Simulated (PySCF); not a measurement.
TiI₃H, SMILES [I][TiH]([I])[I], multiplicity 1. Atoms are numbered in the order given.

```xyz
5

Ti     0.0000     0.0000     0.4265
I     -2.1553    -1.2443    -0.0721
I      0.0000     2.4887    -0.0721
I      2.1553    -1.2443    -0.0721
H      0.0000     0.0000     2.0833
```

The structure is a stationary point at B3LYP-D3(BJ)/def2-SVP. The multiplicity is an assumed one; no other spin state was optimised. The structure was generated by enumeration; whether it is a known compound was not checked. The def2 effective core potentials stand for the cores of I; spin–orbit coupling is left out.

Method: r2SCAN/def2-TZVP run with PySCF.

Isolated molecule, no solvent.

Task: Estimate the frontier levels, gap, dipole moment and polarisability. (An estimate is asked for; the answer gives what the named calculation found.)

Result: 
- highest occupied level: -7.12 eV
- lowest empty level: -4.34 eV
- orbital gap: 2.78 eV
- dipole moment: 0.130 e·Å
- quadrupole, principal values (traceless, Buckingham form, about the centre of nuclear charge): -3.10, 1.55, 1.55 D·Å
- mean static polarisability: 144.9 bohr³ (21.47 Å³)
- polarisability, principal values: 98.3, 168.2, 168.2 bohr³
